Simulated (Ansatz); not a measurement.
Geometry optimisation, Ansatz 0.2.0, RHF/def2-SVP.

Input file:

```yaml
crystal:
  periodic: [false, false, false]
  atoms:
    - { symbol: Sn, position_ang: [-1.4525, -0.1066, 0.3485] }
    - { symbol: S, position_ang: [0.8784, -1.3286, 1.4403] }
    - { symbol: H, position_ang: [-2.0455, -1.0878, -0.885] }
    - { symbol: H, position_ang: [-2.3912, -0.3826, 1.7774] }
    - { symbol: H, position_ang: [-1.3826, 1.5798, 0.1703] }
    - { symbol: H, position_ang: [1.3608, -0.5763, -0.1205] }
    - { symbol: P, position_ang: [0.7073, 0.43, -1.4802] }
    - { symbol: H, position_ang: [1.2741, -0.2132, 2.0347] }
    - { symbol: H, position_ang: [1.297, 1.5717, -0.9766] }
    - { symbol: H, position_ang: [1.7542, 0.1136, -2.3088] }
basis:
  gaussian: { orbitals: def2-SVP }
hamiltonian:
  xc: hf
relax:
  f_tol: 0.15
  max_steps: 25
  restrain:
    - { distance: [0, 6], at: 2.46, k: 30.0 }
    - { distance: [5, 1], at: 1.36, k: 30.0 }
    - { distance: [0, 1], at: 3.74, k: 30.0 }
    - { distance: [5, 6], at: 2.68, k: 30.0 }
```

Launched with:

```bash
$ ansatz run input.yaml --threads 2 --pin off --max-ram 3072MiB --backend cpu --events-out ev --progress --plain --runs-dir out
```

Problem. Where does it end, and by what steps?

Solution. The forces met the threshold. The restraints hold the end off the free minimum. After 13 steps the energy has fallen by 2.552 eV (the restraints' own energy left out); H4 moved furthest, 1.54 Å. Joined: S2–H6 (1.80 → 1.35 Å).

```tsv
step	energy less start (eV)	largest force component (eV/Å)	accepted
0	0.0000	2.013	yes
1	0.6343	1.905	yes
2	0.2634	2.192	yes
3	-0.1535	2.799	yes
4	-0.9968	1.827	yes
5	-1.5318	1.274	yes
6	-1.9348	1.027	yes
7	-2.1883	0.848	yes
8	-2.3397	0.924	yes
9	-2.4181	0.981	yes
10	-2.4598	1.039	yes
11	-2.4940	0.927	yes
12	-2.5054	1.308	yes
13	-2.5520	0.661	yes
```

```xyz
10
Properties=species:S:1:pos:R:3
Sn -1.441 0.384 -0.187
S 1.355 -1.724 1.144
H -1.945 -1.178 -0.619
H -1.156 0.497 1.481
H -2.675 1.493 -0.576
H 1.501 -0.692 0.289
P 0.535 1.022 -1.553
H 1.366 -0.951 2.230
H 1.382 1.417 -0.496
H 1.078 -0.268 -1.712
```

The run took 29 s on 2 threads of Intel(R) Xeon(R) Platinum 8259CL CPU @ 2.50GHz (Skylake/Cascade Lake), on a shared host, peak memory 0.23 GiB.
